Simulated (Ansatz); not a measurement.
Gas-phase electronic energies from Ansatz, PBE0-D4/def2-TZVP geometries. CCSD(T)/CBS is the MP2 limit (def2-TZVPP, def2-QZVPP) plus CCSD(T) − MP2 in def2-TZVPP, frozen cores. This one scheme is used for every species. Functionals use def2-TZVPP. Elements past krypton have def2 core potentials. For Br, In outer-core shells are correlated without core-valence functions, which leaves a few kJ/mol of doubt a bond. Scalar relativity is left out up to krypton. Each species was taken in one conformer, which may not be the lowest.

Reaction (ligand exchange at the In–S bond): `[CH3][In]([SH])[Cl]` + HBr → `[CH3][In]([Cl])[Br]` + H₂S

```
             level  ΔE (kJ/mol)  difference from CCSD(T)/CBS
           BLYP-D4        -41.0                          3.2
         r2SCAN-D4        -42.6                          1.6
           ωB97M-V        -44.1                          0.1
            revPBE        -40.8                          3.4
           r2SCAN0        -45.2                         -1.0
      MP2/def2-SVP        -47.7                         -3.5
  CCSD(T)/def2-SVP        -45.7                         -1.5
     HF/def2-TZVPP        -59.9                        -15.7
CCSD(T)/def2-TZVPP        -41.8                          2.4
     MP2/CBS(def2)        -43.5                          0.7
       CCSD(T)/CBS        -44.2                            0
```

Largest T1 diagnostic among the species: 0.012.

From PBE to PBE0 (25 % exact exchange), in def2-TZVPP and without D4, ΔE moves by −3.7 kJ/mol. In def2-TZVPP, CCSD(T) changes the Hartree–Fock value by +18.2 kJ/mol (the triples alone add +2.5 kJ/mol) and MP2 by +18.8 kJ/mol. Leaving LDA and LC-ωPBE aside and taking each functional with its dispersion term where it has one, the values, not all of them listed here, spread over 11.4 kJ/mol, from BHLYP-D4 to revPBE-D4. LDA lies +5.6 kJ/mol from PBE without D4.
